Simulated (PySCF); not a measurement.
Species: FeF3 (sextet state).
Geometry (PBE0-D3(BJ)/def2-SVP, Å), atoms numbered from 1 in this order:
```
atom  x, y, z in Å
Fe1   -0.0023   -0.0006   -0.0009
F2     1.7447   -0.0194    0.0157
F3    -0.8527    1.5263   -0.0083
F4    -0.8896   -1.5063   -0.0065
```

Computed with PBE0-D3(BJ)/def2-SVP geometry optimisation, gas phase in PySCF.

Problem. Which atoms are bound to Fe1, and at what distances?

Solution. 3 atoms: F2 1.747 Å, F3 1.748 Å, F4 1.748 Å.

Problem. List the angles at Fe1.

Solution. 
```csv
angle,degrees,distance of the outer atoms (Å)
F3–Fe1–F4,120.4,3.03
F2–Fe1–F4,119.9,3.03
F2–Fe1–F3,119.7,3.02
```

Problem. What is the shape at Fe1?

Solution. Planar: angles 120.4°, 119.9° and 119.7°, sum 360.0°, 0.00 Å off the plane of its three neighbours.

Problem. What are the rotational constants (commonest isotopes, rigid rotor)?

Solution. A = 5831, B = 5784, C = 2903 MHz: an oblate symmetric top.

Point group: D3h (tolerance 0.08 Å). Charge 0, sextet. ⟨S²⟩ = 8.757 (exact for a sextet: 8.75). No PBE0-D3(BJ)/def2-SVP frequencies stand behind this structure, so it isn't proved a minimum.

On one thread, Arm Neoverse V2, on a shared host, this took 26 s wall. These figures are those of the optimisation.

For an open-shell metal species like this, the optimisation's SCF solution wasn't tested for stability and no frequencies at its level were run, so a lower state or another shape may exist.
